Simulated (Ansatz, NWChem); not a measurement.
# Abstraction of F: MgHF + CHBrCl → MgH + CHBrClF

Species: MgHF `[F][MgH]`, singlet; CHBrCl `Cl[CH]Br`, doublet; MgH, doublet; CHBrClF `FC(Cl)Br`, singlet. A radical takes F: the energy is the difference in strength between the Mg–F bond broken and the C–F bond made.

Shapes, held fixed at every level: PBE0-D4/def2-TZVP. Programs: Ansatz 0.2.0, NWChem 7.3.0. A level may come from different programs for different species; with the same settings they agree closely. The zero-point and thermal change to 298 K, harmonic and unscaled (PBE0-D4/def2-TZVP), is +5.1 kJ/mol.

```json
{"level": "MP2/def2-TZVPP", "kind": "perturbation theory", "ΔH(298 K) (kJ/mol)": "+137.0", "less CCSD(T)/def2-TZVPP": "-3.4"}
{"level": "HF/def2-SVP", "kind": "Hartree–Fock", "ΔH(298 K) (kJ/mol)": "+151.6", "less CCSD(T)/def2-TZVPP": "+11.2"}
{"level": "PBE0/def2-SVP", "kind": "global hybrid", "ΔH(298 K) (kJ/mol)": "+131.1", "less CCSD(T)/def2-TZVPP": "-9.3"}
{"level": "PBE0-D4/def2-TZVPP", "kind": "global hybrid", "ΔH(298 K) (kJ/mol)": "+129.8", "less CCSD(T)/def2-TZVPP": "-10.6"}
{"level": "wB97X-V/def2-TZVPP", "kind": "range-separated hybrid", "ΔH(298 K) (kJ/mol)": "+144.1", "less CCSD(T)/def2-TZVPP": "+3.7"}
{"level": "CCSD/def2-SVP", "kind": "coupled cluster or CI", "ΔH(298 K) (kJ/mol)": "+146.5", "less CCSD(T)/def2-TZVPP": "+6.1"}
{"level": "CCSD(T)/def2-TZVPP", "kind": "coupled cluster or CI", "ΔH(298 K) (kJ/mol)": "+140.4", "less CCSD(T)/def2-TZVPP": "0.0"}
```

The highest level, CCSD(T)/def2-TZVPP, gives ΔH(298 K) = +140.4 kJ/mol; the levels span +129.8 to +151.6. The column of differences is taken from that level and isn't an error. No measured value is set beside it here. Open shells run unrestricted. Relativity is left out for Br. Outer-core shells of Br, Mg are correlated, in sets that cover them unevenly.
